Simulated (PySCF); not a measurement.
This script is equivalent to a calculation on C²⁺ (carbon, charge +2).

```python
from pyscf import gto, scf, dft, mp, cc
import basis_set_exchange as bse
mol = gto.M(atom="C 0 0 0", charge=2, spin=0, symmetry="D2h",
            basis=gto.basis.parse(bse.get_basis("6-31G*", elements=["C"], fmt="nwchem", header=False)))
mf = dft.UKS(mol, xc="R2SCAN")
mf.irrep_nelec = {'Ag': (2, 2)}
mf.kernel()
```

(1) What total energy does it give?

(2) Which occupied shell lies highest, and where?

## Answers

(1) -36.474 hartree (calculated).

(2) 2s, at -40.710 eV.
